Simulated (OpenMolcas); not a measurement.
Ir2+.

```yaml
Program: OpenMolcas
Method: CASSCF
Basis: ANO-RCC-VDZ [7s6p4d1f]
Scalar_Hamiltonian: DKH2, point nucleus
Active_space: 7 electrons in 5 orbitals (5d)
State_averaging: 2S+1 = 4 even, 10 roots; 2S+1 = 2 even, 40 roots
Spin-orbit_coupling: RASSI with atomic mean-field integrals over the reference wave functions, term energies averaged over their components
```

Levels without dynamic correlation, in cm⁻¹ above 5d⁷ ⁴F_9/2:

```csv
Level,E
5d⁷ ²D_5/2(1) [72 %],28152
5d⁷ ⁴P_5/2,17442
5d⁷ ²H_11/2,23838
5d⁷ ²P_1/2 [66 %],32117
5d⁷ ²F_5/2,35601
5d⁷ ²D_3/2(2),55508
```

On this reference, MS-CASPT2, IPEA 0.25 Eh, imaginary shift 0.1 Eh (closed shells correlated: 5s 5p) puts 5d⁷ ²D_5/2(1) [72 %] at 25700 cm⁻¹.

Estimate the other levels at that method by one scale factor, and say how well it serves.

The factor is 25700 / 28152 = 0.913. Scaled values beside those that MS-CASPT2 gives:
```tsv
Level	Scaled	MS-CASPT2	Miss (%)
5d⁷ ⁴P_5/2	15925	15730	+1.2
5d⁷ ²H_11/2	21764	24440	-10.9
5d⁷ ²P_1/2 [66 %]	29323	29680	-1.2
5d⁷ ²F_5/2	32504	33210	-2.1
5d⁷ ²D_3/2(2)	50679	50540	+0.3
```
For these levels the scaled values miss MS-CASPT2 by up to 10.9 %, as correlation changes each term by its own factor, spin-orbit parts do not scale and CASPT2 has its own spread within terms. This holds within one configuration; levels of others move differently, and the target method has errors of its own against measurement.

Term energies are means over components that CASPT2 splits; among the terms shown or strongly mixed into the levels shown the widest spread is 240 cm-1 (5d⁷ ⁴F, MS-CASPT2). Configurations with an s electron lie low in 5d ions of this charge, fall among these levels and mix in, so low-spin terms can stand far too high, up to twice their true height, and weights are not those of the real levels. Without dynamic correlation excited terms often stand tens of per cent too high (terms of higher spin than the ground term too low), and those without a measured partner can miss by more than the paired ones (holds for CASSCF). Only configurations of the active space appear.

A share in square brackets marks a mixed level and gives the weight of the term that names it, the lowest over the columns. A number in round brackets counts repeated terms of one configuration in the order of the reference energies.
